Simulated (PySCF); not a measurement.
Compound: H6N2Pb.
Numbering: `[NH2:1][PbH2:2][NH2:3]` (hydrogens: H4, H5 on N1; H6, H7 on Pb2; H8, H9 on N3)

Method: PBE0-D3(BJ)/def2-SVP geometry optimisation, gas phase, def2 core potentials past Kr in PySCF; density fitting, grid level 1; the optimiser is geomeTRIC in internal coordinates, started from a GFN2-xTB structure with every atom displaced at random (about 0.01 Å).

Step 0: E = -8318.1465 eV
```
atom  x, y, z in Å  |  force x, y, z in eV/Å
N1     -1.5127    0.3734   -0.6256    1.032   1.396   0.281
Pb2     0.0176   -0.5469    0.5699   -0.072   0.198   0.070
N3      1.8582    0.2609   -0.1078    0.396   0.236   0.498
H4     -2.2493   -0.2631   -0.7706   -1.378  -1.185  -0.292
H5     -1.9273    1.1795   -0.1414    0.189  -0.256  -0.094
H6     -0.1182   -0.1272    2.2707    0.009   0.054   0.111
H7      0.0720   -2.2537    0.2561   -0.037  -0.271  -0.106
H8      2.0206    0.0872   -1.0901   -0.079  -0.040  -0.392
H9      1.8970    1.2726    0.0323   -0.058  -0.133  -0.077
```

**Question.** Estimate the geometry and energy of step 1. (The exact step hangs on the optimiser's Hessian estimate; all steps are aligned on step 0, rigid shifts and turns removed.)

**Answer.** E = -8318.1770 eV, largest force 0.558 eV/Å
```
atom  x, y, z in Å  |  force x, y, z in eV/Å
N1     -1.5635    0.4339   -0.6398    0.170  -0.530  -0.043
Pb2     0.0257   -0.5216    0.5295    0.077  -0.004  -0.146
N3      1.9545    0.2798   -0.0636   -0.263  -0.322   0.181
H4     -2.3049   -0.2593   -0.8186    0.290   0.155   0.058
H5     -1.9788    1.0842    0.0194   -0.238   0.315   0.135
H6     -0.1602   -0.0655    2.2367    0.033  -0.046  -0.085
H7      0.0555   -2.2755    0.2203    0.006   0.249   0.011
H8      2.1388    0.0106   -1.0307   -0.051   0.043  -0.053
H9      1.8906    1.2962   -0.0598   -0.023   0.139  -0.057
```

The energy changes by -0.0305 eV. The first-order estimate −F·Δx gives -0.1643 eV and the mean of the old and new forces, exact on a quadratic surface, -0.0409 eV. The step makes an angle of 79° with the force vector and moves no atom by more than 0.194 Å.

What follows is the cost of the whole optimisation. Hardware: one thread, AMD EPYC 7571 (x86_64), shared host with 64 logical CPUs at a one-minute load of 13. Cost: 39 s wall, 0.37 GiB resident at most.
